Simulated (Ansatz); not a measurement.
Total energies of the cluster Ge4O9H2 (the lowest singlet isomer of a short search) from Ansatz at PBE0-D4/def2-SVP, gas phase (1 Eh = 27.2114 eV = 2625.5 kJ/mol). The reference geometry is relaxed at PBE-D4/def2-SVP.

```xyz
15

Ge    0.869    0.149   -0.447
Ge   -0.518   -0.201    1.654
Ge    0.025   -1.283   -3.103
Ge    1.084    2.437    1.599
O     0.468   -1.941   -4.540
O     1.569    1.731    0.007
O     1.622    3.873    2.184
O     1.248   -0.399   -2.062
O    -0.073    1.343    2.442
O    -1.514   -1.256   -2.257
O    -1.618   -1.095    2.678
O    -0.948    0.262   -0.081
O     1.035   -0.933    1.016
H    -1.486   -0.686   -1.431
H    -1.764   -2.002    2.341
```

```csv
state,geometry,energy (Eh)
charge 0 singlet,reference,-8983.12944
charge 1 doublet,reference,-8982.75508
charge -1 doublet,reference,-8983.19717
free Ge atom (triplet),–,-2076.39507
free O atom (triplet),–,-74.92490
free H atom (doublet),–,-0.50029
```

(1) Work out the vertical ionisation energy to the doublet.

(2) Work out the vertical electron affinity, to the doublet.

(3) Give the fundamental gap IE − EA, the Mulliken electronegativity (IE + EA)/2 and the hardness (IE − EA)/2.

(4) What is the binding energy per atom against free atoms?

(1) E(charge 1 doublet) − E(charge 0 singlet) = -8982.75508 − (-8983.12944) = 0.37436 Eh = 10.19 eV. For comparison, −ε of the highest occupied level is 8.64 eV at this level, 1.55 eV less.

(2) E(charge 0 singlet) − E(charge -1 doublet) = -8983.12944 − (-8983.19717) = 0.06773 Eh = 1.84 eV. The basis lacks diffuse functions, which makes affinities too small.

(3) From the values in Eh: IE − EA = 0.37436 − 0.06773 = 0.30663 Eh = 8.34 eV; (IE + EA)/2 = 6.01 eV; (IE − EA)/2 = 4.17 eV. The HOMO–LUMO gap of the same run is 5.30 eV, 3.04 eV smaller than the fundamental gap.

(4) Atoms: 4 × (-2076.39507) + 9 × (-74.92490) + 2 × (-0.50029) = -8980.90496 Eh. Binding: -8980.90496 − (-8983.12944) = 2.22448 Eh = 60.53 eV, or 4.04 eV for each of 15 atoms (no zero-point energy, no counterpoise term).

The structure comes from a short search, and lower isomers may exist.
